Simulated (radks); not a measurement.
The numbers below are computed, except where a source is named.
Exchange energies: the exact (Fock) value of the Kohn-Sham orbitals and density-functional approximations, as 100 (|E| - |E exact|)/|E exact|, negative where the magnitude is too small. Species: In3+ [Kr] 4d10; Se4+ [Ar] 3d10 4s2; K18+ 1s1; Cd2+ [Kr] 4d10. Code: a radial shooting solver on a logarithmic mesh with Libxc functionals. Model: non-relativistic Kohn-Sham, exchange-only B88, spin-polarised, spherical densities, point nucleus. Every spin shell is full or empty, so the densities are truly spherical. Functionals are evaluated on that one density, not self-consistently.

functional           In3+      Se4+      K18+      Cd2+
exact (hartree)  -153.122  -84.0630  -5.93278  -148.446
LDA                 -4.94     -5.62    -14.22     -4.95
B88                 -0.01     +0.18     -0.86     +0.02
RPBE                -0.26     -0.02     -0.40     -0.24
PW91                -0.04     +0.13     -1.78     -0.02
PW86                -0.22     +0.19     -0.34     -0.19
B86b                -0.04     +0.19     -1.13     -0.01
APBE                +0.28     +0.56     -0.54     +0.31
TPSS                -0.30     +0.02     +0.01     -0.27
revTPSS             -0.93     -0.70     +0.01     -0.91
SCAN                +0.16     +0.30     +0.01     +0.17
r2SCAN              -0.11     +0.04     +0.01     -0.09
MS2                 -0.60     -0.33     +0.01     -0.58
Tao-Mo              -0.83     -0.55     +0.01     -0.80
TASK                -2.23     -2.44     +0.01     -2.25
